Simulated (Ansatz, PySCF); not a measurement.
This singlet lies 2.14 eV below the relaxed triplet at the level B3LYP-D3(BJ)/def2-TZVP (PySCF).

Species: H2BO, SMILES `B[O+]` (lower singlet) (charge 1, multiplicity 1).

Task: Give a relaxed geometry from B3LYP-D3(BJ)/def2-TZVP run with Ansatz (a first-principles code).

Result: the end point of this relaxation (outside a Z-matrix the atoms follow the SMILES, hydrogens last).
Z-matrix (Å, degrees):
```
B
O 1 1.1834
H 1 1.3443 2 160.97
H 3 0.8762 1 70.98 2 -180.00
```
